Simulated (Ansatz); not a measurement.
A geometry optimisation of AlFH6Si2 with PBE0-D3(BJ)/pcseg-1

The starting geometry of this gas-phase singlet was optimised with GFN2-xTB; its bonds are those of `F[SiH2][SiH2][AlH2]`.

```xyz
10

Al    1.4137    2.7040   -1.0051
F    -0.9300   -0.9687   -4.3189
Si    0.0286   -0.5908   -3.0773
Si    0.0527    1.7207   -2.7557
H    -0.5474   -1.3768   -1.9899
H     1.3011   -1.1865   -3.4745
H     0.3899    2.3317   -4.0734
H    -1.3686    2.1418   -2.5937
H     2.8832    3.2233   -1.1548
H     0.9640    2.9823    0.4687
```

Question: Predict what becomes of its bonds when it is optimised with PBE0-D3(BJ)/pcseg-1.

Answer: It keeps its bonds, and is `F[SiH2][SiH2][AlH2]`.

The energy falls by 0.21 eV over 9 steps:

| step | E − E(last) (eV) |
| --- | --- |
| 1 | 0.206 |
| 2 | 0.033 |
| 3 | 0.013 |
| 4 | 0.006 |
| 5 | 0.003 |
| 6 | 0.001 |
| 7 | 0.001 |
| 8 | 0.000 |
| 9 | 0.000 |

Final geometry (Å):

```yaml
atoms:
  - { symbol: Al, position_ang: [1.4047, 2.5904, -1.0244] }
  - { symbol: F, position_ang: [-0.9060, -1.0353, -4.2733] }
  - { symbol: Si, position_ang: [0.0466, -0.5069, -3.0473] }
  - { symbol: Si, position_ang: [-0.0383, 1.8228, -2.8554] }
  - { symbol: H, position_ang: [-0.4309, -1.1666, -1.7967] }
  - { symbol: H, position_ang: [1.4359, -0.9721, -3.3320] }
  - { symbol: H, position_ang: [0.3882, 2.4016, -4.1685] }
  - { symbol: H, position_ang: [-1.4668, 2.2054, -2.6220] }
  - { symbol: H, position_ang: [2.9263, 2.9561, -1.3101] }
  - { symbol: H, position_ang: [0.8276, 2.6856, 0.4550] }
```

Frequencies at the end show an imaginary mode, so it is a saddle point. Run with Ansatz 0.2.0, 14 s on 2 threads of Arm Neoverse V2, on a shared host.
